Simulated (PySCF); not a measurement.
SMILES C#C[SiH2][GeH3] (C2H6GeSi), singlet, CAM-B3LYP/def2-SVP optimised geometry.

```
10

C      2.15    -1.10     0.00
C      0.94    -1.14     0.00
Si    -0.90    -1.14     0.00
Ge    -1.69     1.11     0.00
H      3.23    -1.07     0.00
H     -1.38    -1.85     1.21
H     -1.38    -1.85    -1.21
H     -1.19     1.85    -1.25
H     -1.19     1.85     1.25
H     -3.23     1.13     0.00
```

Density from CAM-B3LYP/def2-TZVP (PySCF) at that geometry.

Minimum of the electron density along straight lines between bonded atoms, close to the bond critical point (lines longer than 1.1 times the sum of covalent radii, or with two minima, are not listed):

```csv
bond,length / Å,ρ at the minimum / e bohr⁻³,∇²ρ there / e bohr⁻⁵,position (fraction from the first atom)
C1–C2,1.212,___,-1.26,0.52
C2–Si3,1.837,0.118,0.30,0.61
Si3–Ge4,2.382,___,___,0.47
C1–H5,1.075,0.285,-1.06,0.67
Si3–H6,1.488,0.122,0.13,0.49
Si3–H7,1.488,0.122,0.13,0.49
Ge4–H8,1.536,0.133,0.06,0.59
Ge4–H9,1.536,0.133,0.06,0.59
Ge4–H10,1.537,0.132,0.06,0.59
```

**Question.** Some entries are withheld; supply them.

**Answer.** 
- C1–C2, ρ at the minimum / e bohr⁻³: 0.419
- Si3–Ge4, ρ at the minimum / e bohr⁻³: 0.092
- Si3–Ge4, ∇²ρ there / e bohr⁻⁵: -0.15
